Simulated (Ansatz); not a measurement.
Molecule: sum formula TaO$_{4}$H$_{3}$ (charge 0, singlet). 
Geometry from a B3LYP-D3(BJ)/def2-TZVP (Ansatz, a first-principles code) optimisation:
```
Ta
O 1 1.7329
O 1 1.9203 2 109.17
H 3 0.9596 1 130.23 2 0.00
O 1 1.9203 2 109.17 3 -120.00
H 5 0.9596 1 130.23 2 0.00
O 1 1.9203 2 109.17 5 -120.00
H 7 0.9596 1 130.23 2 0.00
```

Quantity: atomisation energy (electronic, to ground-state atoms), in kcal/mol. Cores are frozen in the correlated levels unless marked. Open shells are spin-unrestricted. Spin-orbit coupling is left out. The frozen core is the preceding noble-gas configuration, with the filled d and f shells of earlier blocks. Past Kr the def2 sets carry scalar-relativistic core potentials. The coupled-cluster limit lacks core correlation, which all-electron functionals hold. CBS(X,Y): correlation extrapolated as X^-3; Hartree-Fock from the larger set. [CCSD(T)-MP2]/basis is that difference in the basis named.

```json
[
 {"level": "SVWN5/def2-TZVPD", "program": "Ansatz", "atomisation energy (kcal/mol)": "1035.1"},
 {"level": "PBE-D3(BJ)/def2-TZVPD", "program": "Ansatz + dftd3", "atomisation energy (kcal/mol)": "912.0"},
 {"level": "B97M-V/def2-TZVPD", "program": "Ansatz", "atomisation energy (kcal/mol)": "___"},
 {"level": "PBE0-D3(BJ)/def2-TZVP", "program": "Ansatz + dftd3", "atomisation energy (kcal/mol)": "866.5"},
 {"level": "PBE0/def2-TZVP", "program": "Ansatz", "atomisation energy (kcal/mol)": "863.6"},
 {"level": "B2PLYP-D4/def2-TZVPD", "program": "Ansatz + dftd4", "atomisation energy (kcal/mol)": "877.6"},
 {"level": "SCS-MP2/def2-SVPD", "program": "Ansatz", "atomisation energy (kcal/mol)": "860.8"},
 {"level": "SCS-MP2/def2-TZVPP", "program": "Ansatz", "atomisation energy (kcal/mol)": "893.6"},
 {"level": "CCSD/def2-SVP", "program": "Ansatz", "atomisation energy (kcal/mol)": "805.4"},
 {"level": "CCSD/def2-TZVPP", "program": "Ansatz", "atomisation energy (kcal/mol)": "___"},
 {"level": "RI-MP2/CBS(def2-TZVPPD,def2-QZVPPD)+[CCSD(T)-MP2]/def2-TZVPPD", "program": "Ansatz", "atomisation energy (kcal/mol)": "887.9"}
]
```

**Question.** What belongs in the gaps?

**Answer.** 
- B97M-V/def2-TZVPD, atomisation energy (kcal/mol): 878.9
- CCSD/def2-TZVPP, atomisation energy (kcal/mol): 841.3
